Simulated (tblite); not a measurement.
Species: C4H10Ge2Se.
Atom-mapped SMILES: `[CH:1]#[C:2][C@:3]([CH3:4])([GeH3:5])[GeH2:6][SeH:7]` (hydrogens: H8 on C1; H9, H10, H11 on C4; H12, H13, H14 on Ge5; H15, H16 on Ge6; H17 on Se7)

Computed with GFN2-xTB (tblite), gas phase: L-BFGS steps from a force-field or distance-geometry start until the largest atomic force falls under 0.01 eV/Å.

Step 20: E = -561.1240 eV
```
atom  x, y, z in Å  |  force x, y, z in eV/Å
C1     -0.8345    2.2679   -0.9952    0.029  -0.047   0.015
C2     -0.6315    1.2033   -0.4792   -0.005  -0.021   0.016
C3     -0.3557   -0.0758    0.1183    0.067  -0.009  -0.002
C4     -1.6236   -0.9112    0.2523   -0.017  -0.031   0.004
Ge5     0.4909    0.2049    1.9016    0.016  -0.009   0.036
Ge6     0.9594   -1.0486   -1.0723    0.009   0.026  -0.009
Se7     2.8968    0.1645   -1.4924   -0.012   0.044  -0.039
H8     -1.0393    3.1997   -1.4299   -0.011   0.029  -0.014
H9     -2.0799   -1.0800   -0.7221   -0.041   0.000  -0.067
H10    -2.3502   -0.4018    0.8866   -0.006   0.023   0.015
H11    -1.4003   -1.8828    0.6965    0.029   0.017   0.014
H12     0.8396   -1.1217    2.5102   -0.015   0.012  -0.007
H13    -0.4650    0.9044    2.8190   -0.026  -0.011  -0.018
H14     1.7314    1.0297    1.8006    0.007   0.011  -0.008
H15     1.3972   -2.3655   -0.4544   -0.012   0.010  -0.005
H16     0.3005   -1.3902   -2.4059   -0.035  -0.014   0.041
H17     2.1571    1.3153   -1.9438    0.023  -0.029   0.028
```

Step 21: E = -561.1246 eV
```
atom  x, y, z in Å  |  force x, y, z in eV/Å
C1     -0.8346    2.2668   -0.9945    0.030  -0.033   0.007
C2     -0.6294    1.2025   -0.4788   -0.009  -0.017   0.010
C3     -0.3541   -0.0774    0.1183    0.035   0.005   0.012
C4     -1.6239   -0.9114    0.2527   -0.003  -0.013  -0.014
Ge5     0.4887    0.2048    1.9025    0.028  -0.003   0.044
Ge6     0.9591   -1.0496   -1.0731    0.011   0.021  -0.009
Se7     2.8942    0.1621   -1.5034    0.026   0.014  -0.021
H8     -1.0380    3.1992   -1.4304   -0.007   0.003   0.000
H9     -2.0784   -1.0783   -0.7238   -0.042  -0.006  -0.036
H10    -2.3505   -0.4004    0.8873    0.013   0.006  -0.004
H11    -1.4000   -1.8832    0.6969    0.015   0.025   0.007
H12     0.8381   -1.1204    2.5126   -0.012   0.004  -0.006
H13    -0.4672    0.9037    2.8204   -0.030  -0.011  -0.023
H14     1.7285    1.0311    1.8035    0.008   0.009  -0.010
H15     1.4025   -2.3653   -0.4556   -0.016   0.016  -0.008
H16     0.2958   -1.3919   -2.4037   -0.038  -0.019   0.036
H17     2.1624    1.3198   -1.9408   -0.009   0.000   0.015
```

Step 22: E = -561.1251 eV
```
atom  x, y, z in Å  |  force x, y, z in eV/Å
C1     -0.8341    2.2658   -0.9941    0.028  -0.012  -0.003
C2     -0.6284    1.2016   -0.4782   -0.007  -0.010   0.006
C3     -0.3526   -0.0785    0.1186    0.001   0.008   0.019
C4     -1.6243   -0.9117    0.2525    0.010   0.006  -0.026
Ge5     0.4877    0.2048    1.9040    0.026   0.004   0.032
Ge6     0.9591   -1.0497   -1.0739    0.014   0.015  -0.006
Se7     2.8931    0.1605   -1.5117    0.048  -0.009  -0.008
H8     -1.0373    3.1988   -1.4307   -0.003  -0.024   0.013
H9     -2.0784   -1.0774   -0.7255   -0.030  -0.006  -0.002
H10    -2.3505   -0.3994    0.8876    0.026  -0.006  -0.020
H11    -1.3995   -1.8830    0.6972    0.004   0.023   0.000
H12     0.8368   -1.1193    2.5143   -0.007  -0.008   0.000
H13    -0.4692    0.9031    2.8211   -0.032  -0.010  -0.024
H14     1.7267    1.0323    1.8055    0.010   0.009  -0.010
H15     1.4060   -2.3647   -0.4569   -0.017   0.019  -0.009
H16     0.2920   -1.3937   -2.4016   -0.040  -0.020   0.031
H17     2.1658    1.3226   -1.9383   -0.029   0.022   0.006
```

Task: Estimate the geometry and energy of step 23. (The exact step hangs on the optimiser's Hessian estimate; all steps are aligned on step 22, rigid shifts and turns removed.)

Result: E = -561.1256 eV, largest force 0.061 eV/Å
```
atom  x, y, z in Å  |  force x, y, z in eV/Å
C1     -0.8329    2.2644   -0.9937    0.023   0.009  -0.013
C2     -0.6274    1.2003   -0.4774   -0.001   0.000   0.003
C3     -0.3507   -0.0795    0.1194   -0.029   0.008   0.022
C4     -1.6245   -0.9119    0.2518    0.023   0.024  -0.033
Ge5     0.4871    0.2048    1.9064    0.016   0.010   0.009
Ge6     0.9594   -1.0496   -1.0749    0.015   0.012  -0.001
Se7     2.8928    0.1587   -1.5210    0.057  -0.022   0.000
H8     -1.0364    3.1979   -1.4308    0.001  -0.047   0.024
H9     -2.0790   -1.0764   -0.7274   -0.012  -0.006   0.033
H10    -2.3501   -0.3985    0.8875    0.034  -0.015  -0.032
H11    -1.3989   -1.8824    0.6977   -0.008   0.016  -0.008
H12     0.8353   -1.1184    2.5162    0.000  -0.021   0.008
H13    -0.4720    0.9022    2.8214   -0.033  -0.007  -0.022
H14     1.7250    1.0338    1.8076    0.012   0.009  -0.008
H15     1.4095   -2.3637   -0.4585   -0.017   0.019  -0.008
H16     0.2868   -1.3961   -2.3987   -0.040  -0.020   0.025
H17     2.1691    1.3262   -1.9353   -0.042   0.034   0.002
```

The energy changes by -0.0005 eV. The first-order estimate −F·Δx gives -0.0007 eV and the mean of the old and new forces, exact on a quadratic surface, -0.0005 eV. The step makes an angle of 70° with the force vector and moves no atom by more than 0.009 Å.

What follows is the cost of the whole relaxation. The run took 1.8 s on Arm Neoverse N1, one thread, on a shared host.
